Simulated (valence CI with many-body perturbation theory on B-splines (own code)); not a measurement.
## Sb: calculation against measured levels

Computed by configuration interaction combined with many-body perturbation theory (CI+MBPT): five valence electrons over a frozen Dirac-Fock core [Kr] 4d10, a basis of 9 s, 9 p, 8 d, 6 f, 3 g, 1 h functions for each j, with the one-electron correlation potential Σ1 (screened to all orders), the two-electron term Σ2, the three-electron term Σ3, Breit, model QED; selected single and double excitations, second order for the rest, scaled by the run's own slope (own B-spline code, finite nucleus).

Set against measurement, 19 paired levels are off by 60 cm⁻¹ on average, the worst by 198. These come from a selection out of the NIST Handbook of Basic Atomic Spectroscopic Data. Levels without a partner in it may be off by more. Among the levels kept, up to 1600 cm⁻¹ of a level comes from second order outside the variational space, and about a tenth of that is noise between levels of different J, which matters for small intervals.

Measured levels: NIST Handbook of Basic Atomic Spectroscopic Data (Sansonetti and Martin, J. Phys. Chem. Ref. Data 34, 1559 (2005)). Pairs share parity and J, and are chosen by configuration, term and nearness in energy; levels without a clear partner are left out. Energies in cm⁻¹ above the measured ground level. The last column is blank where CI alone has no clear partner.

Names give the largest LS component (configuration and term), which can be under half, so a name can repeat, a term be missing and a line seem to break the LS rules; names also repeat where a configuration has a term twice. Letters in brackets count levels of one name in rising energy.

```csv
Computed label,Label in the source,Measured,Computed,Difference,"CI alone, difference"
5s2 5p3 4S°_3/2,5s2 5p3 4S°,0,0.0,0,0
5s2 5p3 2D°_3/2,5s2 5p3 2D°,8512.1,8502.8,-9,+93
5s2 5p3 2D°_5/2,5s2 5p3 2D°,9854.0,9846.1,-8,-76
5s2 5p3 2P°_1/2,5s2 5p3 2P°,16395.4,16388.4,-7,-173
5s2 5p3 2P°_3/2,5s2 5p3 2P°,18464.2,18429.6,-35,-529
5s2 5p2 6s 4P_1/2,5s2 5p2(3P) 6s 4P,43249.3,43256.4,+7,-908
5s2 5p2 6s 4P_3/2,5s2 5p2(3P) 6s 4P,45945.3,45950.0,+5,-1242
5s2 5p2 6s 2P_1/2,5s2 5p2(3P) 6s 2P,46991.1,46997.8,+7,-1145
5s2 5p2 6s 4P_5/2,5s2 5p2(3P) 6s 4P,48332.4,48332.8,0,-1394
5s2 5p2 6s 2P_3/2,5s2 5p2(3P) 6s 2P,49391.1,49393.3,+2,-1284
5s2 5p2 5d 4P_5/2,5s2 5p2(3P) 5d 4P,53443.0,53244.6,-198,-3038
5s2 5p2 5d 4F_3/2,5s2 5p2(3P) 5d 4F,53528.0,53423.8,-104,-1854
5s2 5p2 5d 4F_5/2,5s2 5p2(3P) 5d 4F,55120.9,55010.2,-111,
5s2 5p2 6s 2D_3/2 [a],5s2 5p2(1D) 6s 2D,55233.0,55179.0,-54,
5s2 5p2 6s 2D_5/2,5s2 5p2(1D) 6s 2D,55728.3,55682.4,-46,-1686
5s2 5p2 6s 2D_3/2 [b],5s2 5p2(3P) 5d 4P,56151.8,56021.8,-130,
5s2 5p2 5d 4F_7/2,5s2 5p2(3P) 5d 4F,56528.1,56442.7,-85,-1973
5s2 5p2 5d 4P_1/2,5s2 5p2(3P) 5d 4P,56698.6,56525.9,-173,
5s2 5p2 5d 2F_5/2,5s2 5p2(3P) 5d 2F,57287.1,57205.1,-82,-1899
5s2 5p2 5d 2F_7/2,5s2 5p2(3P) 5d 2F,61125.7,61057.5,-68,-1939
```

Over 19 excited levels the mean absolute difference is 60 cm⁻¹, the median 46 and the largest 198. For the 15 levels that pair on every rung the mean is CI alone 1282, + Σ1 1405, + Σ2 76, + Σ3 44, + Breit 60, + QED 44. The comparison draws on a selection of the measured levels: 20 of the 61 computed ones have a partner in it, and others may be off by more.

Rates against NIST Handbook of Basic Atomic Spectroscopic Data (Sansonetti and Martin, J. Phys. Chem. Ref. Data 34, 1559 (2005)):

```csv
"λ vac, measured (nm)",Upper,Lower,A computed (s⁻¹),A tabulated (s⁻¹)
206.90,5s2 5p2 6s 4P_5/2,5s2 5p3 4S°_3/2,1.91e+08,1.81e+08
214.04,5s2 5p2 6s 2D_3/2 [a],5s2 5p3 2D°_3/2,9.66e+07,1.74e+08
217.65,5s2 5p2 6s 4P_3/2,5s2 5p3 4S°_3/2,1.67e+08,1.75e+08
217.99,5s2 5p2 6s 2D_5/2,5s2 5p3 2D°_5/2,1.63e+08,2.39e+08
231.22,5s2 5p2 6s 4P_1/2,5s2 5p3 4S°_3/2,1.60e+08,1.69e+08
252.93,5s2 5p2 6s 2P_3/2,5s2 5p3 2D°_5/2,2.16e+08,1.77e+08
259.88,5s2 5p2 6s 2P_1/2,5s2 5p3 2D°_3/2,2.47e+08,2.10e+07
287.88,5s2 5p2 6s 4P_1/2,5s2 5p3 2D°_3/2,3.23e+07,4.24e+07
323.34,5s2 5p2 6s 2P_3/2,5s2 5p3 2P°_3/2,2.13e+07,3.07e+07
326.84,5s2 5p2 6s 2P_1/2,5s2 5p3 2P°_1/2,2.82e+07,4.95e+07
```
